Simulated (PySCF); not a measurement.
Isomers of C3H7FSi, mass 90.030 u with the commonest isotopes. The calculation used PBE0-D3(BJ)/def2-SVP geometry optimisation, gas phase (PySCF). One conformer each, none proved a minimum here; rigid rotors.

Question: Order these by out-of-plane moment Σ m c² = (Ia + Ib − Ic)/2, largest first.
A. `[CH2:1]=[CH:2][SiH2:3][CH2:4][F:5]` with C1–C2–Si3–C4 123°, C2–Si3–C4–F5 60°
B. `C/C([SiH3])=C/F`
C. `F[C@@H]1C[C@H]1[SiH3]`

Answer: A (15.15 u·Å²), C (13.77 u·Å²), B (4.54 u·Å²).

Question: Order these by radius of gyration √(Σ m r²/M), largest first.
A. `F[C@@H]1C[C@H]1[SiH3]`
B. `[CH2:1]=[CH:2][SiH2:3][CH2:4][F:5]` with C1–C2–Si3–C4 123°, C2–Si3–C4–F5 60°
C. `C/C([SiH3])=C/F`

Answer: B (1.820 Å), A (1.763 Å), C (1.698 Å).

Question: Order these by rotational constant C, smallest first.
A. `[CH2:1]=[CH:2][SiH2:3][CH2:4][F:5]` with C1–C2–Si3–C4 123°, C2–Si3–C4–F5 60°
B. `C/C([SiH3])=C/F`
C. `F[C@@H]1C[C@H]1[SiH3]`

Answer: A (1786 MHz), C (1898 MHz), B (1982 MHz).

| SMILES | point group | Ia (u·Å²) | Ib (u·Å²) | Ic (u·Å²) | κ | μa (D) | μb (D) | μc (D) |
| --- | --- | --- | --- | --- | --- | --- | --- | --- |
| C/C([SiH3])=C/F | – | 118.06 | 145.96 | 254.93 | 0.29 | 0.40 | 1.69 | 0.01 |
| F[C@@H]1C[C@H]1[SiH3] | C1 | 53.15 | 240.60 | 266.21 | -0.95 | 0.63 | 0.79 | 0.24 |
| C=C[SiH2]CF | C1 | 65.70 | 247.58 | 282.97 | -0.91 | 0.91 | 0.65 | 1.04 |
